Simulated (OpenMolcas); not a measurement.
## Cs I: CASPT2 settings compared

```yaml
Program: OpenMolcas
Basis: ANO-RCC-VQZP [9s8p5d3f2g]
Scalar_Hamiltonian: DKH3, point nucleus
Active_space: 1 electron in 9 orbitals (5d 6s 6p)
State_averaging: 2S+1 = 2 even, 6 roots; 2S+1 = 2 odd, 3 roots
Spin-orbit_coupling: RASSI with atomic mean-field integrals over the reference wave functions, term energies averaged over their components
```

Methods on the same reference wave functions:
A. CASSCF
B. SS-CASPT2, IPEA 0.75 Eh, no level shift (closed shells correlated: 5s 5p)
C. SS-CASPT2, IPEA 0.1 Eh, sigma1 regulariser 0.25 Eh (closed shells correlated: 4d 5s 5p)
D. SS-CASPT2, IPEA 0.75 Eh, sigma1 regulariser 0.4 Eh (closed shells correlated: 4d 5s 5p)

Energies in eV above 6s ²S_1/2, the measured ground level; measured values from NIST Handbook of Basic Atomic Spectroscopic Data.

| Level | A | B | C | D | Measured |
| --- | --- | --- | --- | --- | --- |
| 6s ²S_1/2 | 0.0000 | 0.0000 | 0.0000 | 0.0000 | 0.0000 |
| 6p ²P°_1/2 | 1.1530 | 1.334 | 1.390 | 1.345 | 1.3859 |
| 6p ²P°_3/2 | 1.1900 | 1.371 | 1.427 | 1.382 | 1.4546 |
| 5d ²D_3/2 | 1.7851 | 1.817 | 1.858 | 1.844 | 1.7977 |
| 5d ²D_5/2 | 1.8025 | 1.835 | 1.875 | 1.861 | 1.8098 |

Deviations, from unrounded energies. A percentage is the sum of absolute deviations over the sum of measured energies, with the sign that they share, or ± where signs differ.

| Against measurement | Levels | A | B | C | D |
| --- | --- | --- | --- | --- | --- |
| mean absolute deviation (cm-1) | 4 | 1000 | 360 | 320 | 420 |
| other configurations (%) | 4 | -8.0 | ±2.8 | ±2.4 | ±3.3 |

C lies closest to measurement on these levels and A furthest from it. The largest miss of C in the table is 5d ²D_5/2, by +530 cm-1. The ranking rests on the paired levels alone, and a cruder setting can come out closer through cancelling errors.

Among B to D the level of the table that moves most is 6p ²P°_1/2, by 450 cm-1 (lowest in B, highest in C). Moves below CASPT2's spread within the term are not significant.

The mean deviations of B to D differ by less than CASPT2's widest spread within a term (260 cm-1), so their order carries little weight.

The lowest spin-free term lies below A's lowest term by 0.172 hartree in B, 0.343 hartree in C, 0.340 hartree in D.

CASPT2 does not keep the components of a term degenerate, so their means are used; among the terms shown or strongly mixed into the levels shown the widest spread is 260 cm-1 (5d ²D, D). ANO sets are built for ground and valence states and can reach diffuse excited orbitals poorly. With one active electron the reference holds no correlation, so core polarisation is missing (holds for A). With one active electron, CASPT2 adds the correlation within the correlated inactive shells and between them and that electron, and leaves the splitting within a term as the reference gives it (holds for B; C; D). Measured partners are found by configuration, term and J. A level has none where our copy of the source lacks it or the pairing is in doubt (some pairs that miss far off the trend of their configuration count as doubtful), and it then counts in no deviation. Levels of configurations outside the active space are missing.

° marks odd parity.
